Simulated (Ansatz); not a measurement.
Reaction (redistribution): `N[Si](O)(F)Cl` + `[SiH3][SbH2]` → `N[SiH](O)F` + `[SiH3][SbH][Cl]`

Program: Ansatz. Geometries: PBE0-D4/def2-TZVP. ΔE: electronic, gas phase. CCSD(T)/CBS adds triple-zeta CCSD(T) − MP2 to the extrapolated MP2 energy (def2 sets, frozen cores). This one scheme is used for every species. DFT in def2-TZVPP. HSE06 is defined as in plane-wave codes. Elements past krypton have def2 core potentials. For Sb outer-core shells are correlated without core-valence functions, which leaves a few kJ/mol of doubt a bond. Each species was taken in one conformer, which may not be the lowest.

```csv
level,ΔE (kJ/mol),difference from CCSD(T)/CBS
PBE-D4,43.5,-1.2
PBE0-D4,49.2,4.5
r2SCAN0-D4,54.5,9.8
r2SCAN,50.8,6.1
r2SCANh,52.2,7.5
HSE06,47.9,3.2
LC-ωPBE,53.0,8.3
MP2/def2-SVP,60.2,15.5
HF/def2-QZVPP,41.8,-2.9
HF/CBS(def2),41.4,-3.3
CCSD(T)/CBS,44.7,0
```

Largest T1 diagnostic among the species: 0.014.

From BLYP to BHLYP (50 % exact exchange), in def2-TZVPP and without D4, ΔE moves by +11.9 kJ/mol. Leaving LDA and LC-ωPBE aside and taking each functional with its dispersion term where it has one, the values, not all of them listed here, spread over 19.1 kJ/mol, from BLYP-D4 to r2SCAN0-D4. LDA lies +13.6 kJ/mol from PBE without D4.
